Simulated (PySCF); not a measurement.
Zn(I)(Et) (C2H5IZn), SMILES C[CH2][Zn][I]. Heavy atoms are numbered as in [Zn:1]([I:2])[CH2:3][CH3:4]. Hydrogens are named by the atom that carries them.

The structure is a stationary point at PBE0-D3(BJ)/def2-SVP. The structure was generated by enumeration; whether it is a known compound was not checked. The def2 effective core potentials stand for the cores of I; spin–orbit coupling is left out. The values are those of a single conformer.

Level of theory: B3LYP/def2-TZVP (PySCF).

ESP charges are fitted to the potential on shells at 1.4 to 2.0 van der Waals radii. Atomic charges (e), one atom of each kind:

| atom | Mulliken | Löwdin | ESP fit |
|---|---|---|---|
| Zn1 | 0.30 | 0.11 | 0.38 |
| I2 | … | 0.10 | -0.30 |
| C3 (CH2) | … | -0.50 | 0.00 |
| C4 (CH3) | -0.37 | -0.34 | -0.09 |
| H on C3 | … | 0.14 | -0.02 |
| H on C4 | 0.11 | 0.12 | 0.01 |

Task: What belongs in the gaps? (An estimate is asked for; the answer gives what the named calculation found.)

Result: 
- I2, Mulliken: -0.22
- C3 (CH2), Mulliken: -0.27
- H on C3, Mulliken: 0.11
